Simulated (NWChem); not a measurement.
A series in which one site is exchanged, each optimised at PBE0/def2-SVP with NWChem, gas phase unless a solvent is named. All stand in one matching conformer (torsions within 35°), which need not be the lowest. This build's default masses of Se (78.918 u) and Br (79.917 u) are each other's, which moves their modes by up to 0.6 %. Some are not confirmed as minima by frequencies. def2 effective core potentials on I; no spin-orbit coupling.

A: OBF (BH2OF; site = H)
B: OB(F)F (BHOF$_{2}$; site = F)
C: OB(F)I (BHOIF; site = I)
D: FB(Br)O (BHOBrF; site = Br)

Values for A:

- dipole (D), PBE0/def2-SVP = 2.48
- orbital gap (eV), PBE0/def2-SVP = 10.42
- static polarisability, PBE/def2-SVPD (bohr³) = 21.9

**Question.** How do these values change for the other members?

**Answer.** 
```json
[
 {"change from A": "dipole (D), PBE0/def2-SVP", "B": "-0.38", "C": "-0.25", "D": "-0.33"},
 {"change from A": "orbital gap (eV), PBE0/def2-SVP", "B": "+1.35", "C": "-2.60", "D": "-1.46"},
 {"change from A": "static polarisability, PBE/def2-SVPD (bohr³)", "B": "-0.9", "C": "+33.4", "D": "+19.9"}
]
```
